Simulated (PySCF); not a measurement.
This PySCF input asks for the NMR shieldings of `InChI=1S/C8H7NS/c1-2-6-5-10-7-3-4-9-8(6)7/h2-5,9H,1H2`; the geometry comes from GFN2-xTB.

```python
import basis_set_exchange as bse
import numpy as np
from pyscf import gto, dft
from pyscf.prop import nmr

atoms = """
C    -2.116562   -1.703406    0.190509
C    -2.046462   -0.562556   -0.487332
C    -0.906128    0.322800   -0.572249
C    -0.936709    1.480765   -1.306227
S     0.521874    2.407334   -1.285629
C     1.254800    1.230650   -0.252211
C     2.474359    0.982755    0.402331
C     2.299537   -0.201367    1.068695
N     1.038805   -0.680473    0.850386
C     0.375286    0.186314    0.038040
H    -1.295611   -2.094198    0.765922
H    -3.014487   -2.296477    0.192887
H    -2.911223   -0.226826   -1.046143
H    -1.765533    1.851478   -1.877521
H     3.356747    1.588842    0.386920
H     2.990518   -0.738782    1.687865
H     0.673791   -1.534822    1.233846
"""
names = dict.fromkeys(["C", "S", "N", "H"], "pcSseg-1")
basis = {el: gto.basis.parse(bse.get_basis(n, elements=[el], fmt="nwchem")) for el, n in names.items()}
mol = gto.M(atom=atoms, basis=basis, charge=0, verbose=0)
mf = dft.RKS(mol, xc="PBE0")
mf.grids.level = 2
mf.grids.alignment = dft.numint.BLKSIZE   # the property module wants whole blocks of grid points
mf.conv_tol = 1e-9
mf.kernel()

calc = nmr.RKS(mf)   # GIAO
C = mf.mo_coeff
Co = C[:, mf.mo_occ > 0]
resp = mf.gen_response(singlet=True, hermi=2)
def vind(x):   # induced exchange potential for any number of trial vectors
    d = np.einsum("pi,xij,qj->xpq", C, 2 * x.reshape(-1, C.shape[1], Co.shape[1]), Co, optimize=True)
    return np.einsum("xpq,pi,qj->xij", resp(d - d.transpose(0, 2, 1)), C, Co, optimize=True).ravel()
mo1, _ = nmr.rhf.solve_mo1(calc, with_cphf=vind)
sigma = calc.kernel(mo1)
for i, s in enumerate(sigma):   # ppm
    print("%2d %-2s %9.2f" % (i, mol.atom_pure_symbol(i), np.trace(s) / 3))
```

Q: What does it print?

A: 
```
 0 C      72.76
 1 C      47.52
 2 C      58.48
 3 C      51.59
 4 S     372.44
 5 C      51.75
 6 C      80.34
 7 C      62.74
 8 N     113.72
 9 C      48.87
10 H      26.26
11 H      26.28
12 H      24.67
13 H      24.76
14 H      25.04
15 H      24.75
16 H      23.46
```

These numbers come from an equivalent density-fitted implementation of the same equations, which agrees with the script to about 0.01 ppm for H and up to a few tenths of a ppm for heavy atoms, so last digits may differ.

Q: Turn these shieldings into chemical shifts. Chemical shifts δ = σref − σ; 13C (186.93 ppm) and 1H (31.72 ppm) vs TMS; 33S (503.73 ppm) against CS2; 15N (267.73 ppm) against NH3, all at this level.

A: Averaging equivalent atoms: C 1: 139.4; C 9: 138.1; C 3: 135.3; C 5: 135.2; C 2: 128.4; C 7: 124.2; C 0: 114.2; C 6: 106.6; S 4: 131; N 8: 154.0; H 16: 8.26; H 12: 7.05; H 15: 6.97; H 13: 6.95; H 14: 6.68; H 10: 5.45; H 11: 5.44 ppm. Experimental scales use liquid or dissolved standards, which lie at an offset from isolated NH3 (liquid NH3: subtract about 20 ppm). Unscaled 15N shifts of sp2 nitrogen come out 20 to 40 ppm too high even then.

Size and cost of the density-fitted run: 212 basis functions, 100 s wall time on 1 thread of an Intel Xeon, shared host; peak memory 0.95 GiB.
